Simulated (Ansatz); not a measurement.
Gallium trichloride (monomer), relaxed with RKS PBE-D4/def2-SVP in Ansatz from a rough embedded geometry. The force threshold is 0.03 eV/Å; the program also tests the step.

Total charge 0; spin multiplicity 1.

Start:

```xyz
4

Cl    1.318   -0.783    1.662
Ga    0.002   -0.180   -0.155
Cl   -1.588    1.260    0.807
Cl    0.267   -0.296   -2.314
```

```tsv
step	energy (eV)	largest force (eV/Å)	largest move (Å)
1	-89908.1427	2.050	0.000
2	-89908.7410	0.719	0.195
3	-89908.7862	0.084	0.068
4	-89908.7869	0.004	0.008
```

End:

```xyz
4

Cl    1.337   -0.870    1.423
Ga    0.000    0.000    0.000
Cl   -1.625    1.219    0.667
Cl    0.288   -0.348   -2.090
```

It took 6.5 s on 2 threads of a server CPU on a shared host, with 0.15 GiB of host memory at the peak.
